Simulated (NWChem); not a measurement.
BeHSeI; SMILES [SeH][Be][I]

```xyz
4

Be     0.0033     0.4788     0.0000
I      0.0091    -1.6944     0.0000
Se     0.0280     2.5104     0.0000
H     -1.4465     2.5324     0.0000
```
Atoms are numbered in this order, from 1.

All runs: NWChem. Coordinates come from a PBE0/def2-SVP optimisation. def2 effective core potentials on I; no spin-orbit coupling. Level PBE/def2-SVP: energy and gradient on several grids; changes count from the extra-fine grid, which is no exact limit either.

```csv
grid,size of the energy change (μHa),largest change of a gradient component (μHa/bohr)
xcoarse,200,10000
coarse,70,200
medium,10,100
fine,< 10,40
xfine,< 10,< 30
```
